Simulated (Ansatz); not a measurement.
Ideal-gas functions of `I[SiH](I)I` at 400 K and 1 bar, from an Ansatz frequency run at PBE0-D4/def2-TZVP.

Molar mass 409.81 g/mol, point group C3v (symmetry number 3), electronic degeneracy 1, moments of inertia 1030.031, 1030.047, 2020.103 u Å². Harmonic wavenumbers (cm⁻¹, unscaled): 73, 73, 118, 289, 407, 407, 725, 725, 2265.

Use S(trans) = R[1.5 ln M + 2.5 ln T − 1.1517]; rotational temperatures θ = 24.2544 K / I; S(rot) = R[ln(√π/σ · √(T³/θAθBθC)) + 1.5]; for each mode x = 1.438777 ν̃/T, S = R[x/(eˣ − 1) − ln(1 − e⁻ˣ)] and H = RT x/(eˣ − 1); 1 cm⁻¹ = 0.0119627 kJ/mol; R = 8.31446 J/(mol·K).

Q: By hand: the entropy, in J/(mol·K).

A: Translation 190.0. Rotation: θ = 0.0235, 0.0235, 0.012 K, giving 132.4. Vibration, mode by mode: 19.46, 19.46, 15.50, 8.36, 5.85, 5.85, 2.36, 2.36, 0.02, in all 79.2. Electronic 0.0. Sum 401.6 J/(mol·K).

Q: By hand: H − E and G − E in kJ/mol, counted from the electronic energy.

A: Zero-point energy ½ × 5082 × 0.0119627 = 30.4; thermal vibration 14.7; translation, rotation and pV give 4 RT = 13.3. H − E = 58.4 kJ/mol, and G − E = 58.4 − 400 × 401.6/1000 = -102.2 kJ/mol.

Vibration gives 20 % of the entropy, 54.4 J/(mol·K) of it from the modes under 150 cm⁻¹: soft modes count most, and the harmonic formula is weakest for them.
